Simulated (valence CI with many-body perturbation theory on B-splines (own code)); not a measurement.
Values are calculated unless marked as measured or tabulated.
## Level structure of Dy LIV

Method: relativistic CI+MBPT: three valence electrons over a frozen Dirac-Fock core [Ne], radial functions for each j: 11 s, 11 p, 10 d, 8 f, 5 g, 2 h, with the one-electron correlation potential Σ1, the two-electron term Σ2, the three-electron term Σ3, Breit, model QED; selected CI, second order for the rest, scaled by the run's own slope (own B-spline code, finite nucleus).

No measured spectrum was set against this ion. As an estimate, large intervals hold to a few tenths of a per cent, small ones and those within an open d or f shell to about a per cent.

Levels 46 to 90 of 157, with energies above the lowest level, (3s^2 3p1/2) J=1/2. "Leading %" is the weight of the configuration and term that name the level; weights of strongly mixed levels are sums over their largest components and can fall short. In the jj column 3d3/2^4 stands for four electrons in 3d with j = 3/2.

```csv
No.,Configuration,Term,J,E (eV),Leading %,g,Leading jj
46,3p²3d,²D,3/2,903.4,38,1.110,3p1/2 3p3/2 3d3/2 (86 %)
47,3p²3d,²D,5/2,904.4,29,1.164,3p1/2 3p3/2 3d3/2 (83 %)
48,3p²3d,⁴P,1/2,907.6,34,1.694,3p1/2 3p3/2 3d3/2 (88 %)
49,3p²3d,⁴D,7/2,924.1,47,1.296,3p1/2 3p3/2 3d5/2 (98 %)
50,3s3d²,⁴F,3/2,931.2,77,0.552,3s 3d3/2^2 (83 %)
51,3p²3d,²G,9/2,931.5,58,1.179,3p1/2 3p3/2 3d5/2 (93 %)
52,3p²3d,²P,3/2,934.4,46,1.313,3p1/2 3p3/2 3d5/2 (91 %)
53,3p²3d,²D,5/2,936.6,26,1.118,3p1/2 3p3/2 3d5/2 (75 %)
54,3p³,²P°,3/2,941.1,50,1.279,3p3/2^3 (95 %)
55,3s3d²,⁴F,5/2,943.2,47,1.083,3s 3d3/2^2 (61 %)
56,3p²3d,²F,7/2,948.9,49,1.107,3p1/2 3p3/2 3d5/2 (80 %)
57,3p²3d,⁴P,5/2,951.9,34,1.221,3p1/2 3p3/2 3d5/2 (88 %)
58,3s3d²,⁴P,1/2,958.0,58,2.125,3s 3d3/2^2 (60 %)
59,3p²3d,²S,1/2,961.1,33,1.460,3p1/2 3p3/2 3d5/2 (69 %)
60,3p²3d,²D,3/2,963.0,61,0.924,3p1/2 3p3/2 3d5/2 (91 %)
61,3s3d²,⁴F,7/2,977.6,88,1.212,3s 3d3/2 3d5/2 (86 %)
62,3s3d²,⁴F,5/2,982.2,35,1.222,3s 3d3/2 3d5/2 (91 %)
63,3s3d²,⁴P,3/2,986.6,86,1.582,3s 3d3/2 3d5/2 (98 %)
64,3s3d²,⁴F,9/2,991.3,49,1.218,3s 3d3/2 3d5/2 (84 %)
65,3s3d²,²F,5/2,999.6,51,1.121,3s 3d3/2 3d5/2 (82 %)
66,3s3d²,²G,7/2,999.6,73,0.954,3s 3d3/2 3d5/2 (94 %)
67,3s3d²,²D,3/2,1002.4,42,1.050,3s 3d3/2 3d5/2 (79 %)
68,3s3d²,²P,1/2,1011.5,58,1.164,3s 3d3/2 3d5/2 (75 %)
69,3s3d²,⁴F,9/2,1028.7,50,1.218,3s 3d5/2^2 (89 %)
70,3s3d²,²D,5/2,1040.3,52,1.294,3s 3d5/2^2 (94 %)
71,3s3d²,²F,7/2,1046.3,60,1.107,3s 3d5/2^2 (85 %)
72,3s3d²,²P,3/2,1052.6,55,1.149,3s 3d5/2^2 (85 %)
73,3p3d²,⁴G°,5/2,1053.0,55,0.726,3p1/2 3d3/2^2 (99 %)
74,3s3d²,²S,1/2,1068.4,68,1.805,3s 3d5/2^2 (90 %)
75,3p3d²,⁴F°,3/2,1088.8,40,0.734,3p1/2 3d3/2^2 (96 %)
76,3p3d²,⁴D°,1/2,1089.0,43,0.648,3p1/2 3d3/2^2 (97 %)
77,3p²3d,²D,3/2,1106.2,38,1.110,3p3/2^2 3d3/2 (97 %)
78,3p3d²,⁴G°,7/2,1108.2,60,1.008,3p1/2 3d3/2 3d5/2 (99 %)
79,3p3d²,²D°,5/2,1111.9,26,1.060,3p1/2 3d3/2 3d5/2 (99 %)
80,3p²3d,²D,5/2,1112.5,25,1.182,3p3/2^2 3d3/2 (90 %)
81,3p²3d,²P,1/2,1116.0,40,1.494,3p3/2^2 3d3/2 (92 %)
82,3p²3d,²F,7/2,1117.8,51,1.092,3p3/2^2 3d3/2 (95 %)
83,3p3d²,⁴D°,3/2,1118.2,42,1.165,3p1/2 3d3/2 3d5/2 (98 %)
84,3p3d²,⁴P°,1/2,1120.4,49,1.761,3p1/2 3d3/2 3d5/2 (100 %)
85,3p3d²,²H°,9/2,1122.4,48,1.028,3p1/2 3d3/2 3d5/2 (98 %)
86,3p²3d,²D,3/2,1133.2,66,0.889,3p3/2^2 3d3/2 (94 %)
87,3p3d²,⁴D°,5/2,1140.7,29,1.140,3p1/2 3d3/2 3d5/2 (98 %)
88,3p²3d,⁴F,9/2,1143.2,59,1.234,3p3/2^2 3d5/2 (98 %)
89,3p²3d,²F,7/2,1144.9,52,1.228,3p3/2^2 3d5/2 (96 %)
90,3p3d²,²F°,7/2,1145.0,41,1.137,3p1/2 3d3/2 3d5/2 (94 %)
```
